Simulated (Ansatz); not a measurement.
C₂H₈AlB (`C[B](C)[AlH2]`), relaxed with RKS PBE0-D4/def2-TZVP in Ansatz 0.2.0 from a PBE-D4/def2-SVP geometry. The force threshold is 0.005 eV/Å; the program also tests the step.

The species carries charge 0 and has multiplicity 1.

Start:

```xyz
12

C     0.601   -1.250    0.781
B    -0.007   -0.004    0.030
C    -0.934    0.974    0.848
Al    0.415    0.351   -2.045
H     0.844   -2.144    0.172
H     1.586   -0.863    1.148
H     0.042   -1.558    1.691
H    -1.957    0.555    0.669
H    -0.984    2.030    0.512
H    -0.783    0.939    1.949
H     1.786    1.052   -2.536
H    -0.610   -0.083   -3.218
```

```csv
step,energy (eV),largest force (eV/Å),largest move (Å)
1,-9471.2208,0.525,0.000
2,-9471.2522,0.140,0.026
3,-9471.2548,0.024,0.012
4,-9471.2549,0.044,0.031
5,-9471.2551,0.017,0.006
6,-9471.2551,0.033,0.022
7,-9471.2552,0.027,0.016
8,-9471.2553,0.001,0.013
9,-9471.2553,0.002,0.012
10,-9471.2553,0.003,0.006
```

End:

```xyz
12

C     0.592   -1.243    0.779
B    -0.006   -0.004    0.027
C    -0.924    0.967    0.846
Al    0.417    0.347   -2.044
H     0.807   -2.128    0.177
H     1.571   -0.887    1.144
H     0.028   -1.538    1.671
H    -1.942    0.578    0.677
H    -0.949    2.010    0.523
H    -0.762    0.926    1.929
H     1.724    1.133   -2.522
H    -0.556   -0.162   -3.206
```

It took 46 s on 2 threads of an Arm Neoverse V1 on a shared host, with 0.4 GiB of host memory at the peak.
